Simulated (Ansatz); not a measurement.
Geometry optimisation, RKS PBE0-D4/6-31G* in Ansatz.

input.yaml

```yaml
crystal:
  periodic: [false, false, false]
  atoms:
    - { symbol: Al, position_ang: [0.0, 0.0, 0.0] }
    - { symbol: H, position_ang: [0.0, 0.0, 1.91] }
    - { symbol: O, position_ang: [1.5415, 0.0, -0.89] }
    - { symbol: H, position_ang: [1.8414, -0.9519, -1.0449] }
    - { symbol: O, position_ang: [-1.5415, 0.0, -0.89] }
    - { symbol: H, position_ang: [-2.0512, -0.8467, -0.6815] }
    - { symbol: P, position_ang: [0.1156, 2.4456, 0.8135] }
    - { symbol: H, position_ang: [0.6761, 2.4854, 2.1176] }
    - { symbol: H, position_ang: [0.927, 3.2022, -0.0729] }
    - { symbol: H, position_ang: [0.0462, 0.9762, 1.965] }
basis:
  gaussian: { orbitals: "6-31G*" }
hamiltonian:
  xc: pbe0
  dispersion: d4
relax:
  f_tol: 0.15
  max_steps: 25
  restrain:
    - { distance: [0, 6], at: 2.28, k: 30.0 }
    - { distance: [9, 1], at: 0.66, k: 30.0 }
    - { distance: [0, 1], at: 2.76, k: 30.0 }
    - { distance: [9, 6], at: 2.62, k: 30.0 }
```

Run as:

```bash
$ ansatz run input.yaml --threads 1 --pin off --max-ram 2048MiB --backend cpu --events-out ev --progress --plain --runs-dir out
```

Task: Where does it end, and by what steps?

Result: It converged. The restraints hold the end off the free minimum. After 18 steps the energy has fallen by 3.484 eV (the restraints' own energy left out); H8 moved furthest, 1.42 Å. Joined: H2–H10 (0.98 → 0.71 Å).

| step | energy less start (eV) | largest force component (eV/Å) | accepted |
| --- | --- | --- | --- |
| 0 | 0.0000 | 4.084 | yes |
| 1 | -1.4001 | 4.098 | yes |
| 2 | -2.1190 | 3.382 | yes |
| 3 | -2.8048 | 3.400 | yes |
| 4 | -3.1853 | 1.649 | yes |
| 5 | -3.2861 | 0.811 | yes |
| 6 | -3.3553 | 1.448 | yes |
| 7 | -3.3926 | 1.508 | yes |
| 8 | -3.4207 | 1.522 | yes |
| 9 | -3.4425 | 1.516 | yes |
| 10 | -3.4451 | 1.449 | no |
| 11 | -3.4632 | 1.172 | yes |
| 12 | -3.4654 | 1.376 | yes |
| 13 | -3.4706 | 1.211 | no |
| 14 | -3.4708 | 1.437 | yes |
| 15 | -3.4808 | 1.276 | yes |
| 16 | -3.4864 | 1.268 | yes |
| 17 | -3.4848 | 1.359 | yes |
| 18 | -3.4845 | 1.470 | yes |

```xyz
10
Properties=species:S:1:pos:R:3
Al 0.028 0.622 -0.188
H 0.072 -0.279 2.423
O 1.421 -0.368 -0.212
H 1.476 -1.215 -0.663
O -1.433 0.189 -0.964
H -1.577 -0.637 -1.434
P 0.129 2.584 0.989
H 1.551 2.582 1.003
H 0.029 3.434 -0.150
H -0.140 0.399 2.424
```

The run took 78 s on 1 thread of Arm Neoverse V1, on a shared host, peak memory 0.16 GiB.
